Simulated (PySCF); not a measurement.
# Radial density of Co²⁺ (cobalt, charge +2)

UHF, [Ar] 3d7, high-spin 4F determinant. All numbers are calculated (PySCF 2.14, scalar relativity by spin-free X2C-1e, in ANO-RCC-VTZP).

```tsv
r (bohr)	4πr²ρ (e/bohr)	4πr²(ρα − ρβ)
0.000997	0.2423	0.0000
0.00168	0.6090	0.0000
0.00282	1.499	0.0000
0.00474	3.557	0.0000
0.00798	7.947	0.0001
0.0134	15.95	0.0001
0.0226	26.58	0.0003
0.0380	32.72	0.0008
0.0639	27.82	0.0044
0.107	27.53	0.0336
0.181	36.73	0.2404
0.304	21.14	1.1495
0.511	16.25	2.7740
0.860	15.50	2.6333
1.45	3.773	0.9325
2.43	0.4031	0.1325
4.09	0.01521	0.0042
6.88	0.0001904	0.0001
```

Densities and radii are taken from the X2C orbitals without a picture-change correction, which distorts them close to the nucleus.
